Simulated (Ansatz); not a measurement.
`N[SiH]1[SiH2]S1` and `F[SiH]1[SiH2]S1` differ in one atom or group.

Ansatz, PBE0-D4/def2-TZVP geometries, multiplicity 1. Each molecule was computed in one conformer, which needn't be the lowest.

```tsv
property	`N[SiH]1[SiH2]S1`
LUMO energy (PBE/def2-TZVPP) / eV	-1.04
size of the dipole moment (B3LYP/def2-TZVPP) / D	2.11
HOMO–LUMO gap (PBE/def2-TZVPP) / eV	4.65
size of the dipole moment (ωB97M-V/def2-TZVPP) / D	2.13
LUMO energy (ωB97M-V/def2-TZVPP) / eV	1.52
HOMO energy (PBE/def2-TZVPP) / eV	-5.69
```

(1) What does the change do to each property? (Estimate.)

Results:

(1) The calculation gave: 
| property | `F[SiH]1[SiH2]S1` | shift |
| --- | --- | --- |
| LUMO energy (PBE/def2-TZVPP) / eV | -1.52 | -0.48 |
| size of the dipole moment (B3LYP/def2-TZVPP) / D | 1.71 | -0.40 |
| HOMO–LUMO gap (PBE/def2-TZVPP) / eV | 4.87 | 0.22 |
| size of the dipole moment (ωB97M-V/def2-TZVPP) / D | 1.73 | -0.40 |
| LUMO energy (ωB97M-V/def2-TZVPP) / eV | 1.16 | -0.36 |
| HOMO energy (PBE/def2-TZVPP) / eV | -6.38 | -0.69 |

With PBE0 the HOMO falls by 0.67 eV and the LUMO falls by 0.45 eV, so the gap widens by about 0.22 eV. PBE moves the HOMO by -0.69 eV and ωB97M-V by -0.65 eV. The zero-point energy changes by -61.0 kJ/mol with -6 modes. Dipoles are sizes alone; their direction can turn.

B3LYP here is the variant with VWN-RPA as its local correlation; programs differ in this.
